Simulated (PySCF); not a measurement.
C₈H₅N₅, SMILES N12C3C=CN=C1N=CN=C2N=CC=3. Geometry optimised at PBE-D3(BJ)/def2-SVP.

### Question
Give the equilibrium geometry at PBE-D3(BJ)/def2-SVP (PySCF confirms it by a frequency run) as Cartesian coordinates in Å, and its point group. (The exact figures need the calculation; the answer reports its results.)

### Answer
point group C2v.
```xyz
18

C      0.0000     2.4077    -1.2670
C      0.0000     1.2593    -2.0517
C      0.0000     0.0000    -1.4066
C      0.0000    -1.2593    -2.0517
C      0.0000    -2.4077    -1.2670
N      0.0000    -2.4068     0.0745
C      0.0000    -1.2345     0.7168
N      0.0000    -1.2005     2.0610
C      0.0000     0.0000     2.6432
N      0.0000     1.2005     2.0610
C      0.0000     1.2345     0.7168
N      0.0000     2.4068     0.0745
N      0.0000     0.0000    -0.0071
H      0.0000     3.4022    -1.7486
H      0.0000     1.2983    -3.1485
H      0.0000    -1.2983    -3.1485
H      0.0000    -3.4022    -1.7486
H      0.0000     0.0000     3.7498
```
